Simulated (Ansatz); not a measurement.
Mulliken charges of BClGeH₅NO (`NB(Cl)[O][GeH3]`) from ωB97M-V/def2-TZVPP in Ansatz (PBE0-D4/def2-TZVP geometry).

```tsv
atom	x (Å)	y (Å)	z (Å)	charge (e)
N1	-0.472	1.268	0.965	-0.242
B2	-0.942	-0.042	0.794	0.288
Cl3	-2.307	-0.562	1.822	-0.196
O4	-0.452	-0.948	-0.080	-0.393
Ge5	0.953	-0.850	-1.172	0.232
H6	0.263	1.674	0.414	0.120
H7	-0.890	1.895	1.628	0.139
H8	0.592	-1.720	-2.378	0.028
H9	2.171	-1.387	-0.410	0.017
H10	1.168	0.620	-1.581	0.007
```

By hand: the dipole of these point charges (1 e Å = 4.8032 D).

Σ q r = (0.663, 0.363, -0.411) e Å, of length 0.860 e Å = 4.13 D.

How does the dipole of the full density compare? (An estimate is asked.)

Computed: (0.574, 0.394, -0.336) e Å, 3.71 D; the point charges give 1.11 times that, at 6° from its direction.

Point charges leave out the atoms' own dipoles, such as those of lone pairs, and Mulliken's split depends on the basis, so the close match here is no proof of good charges.
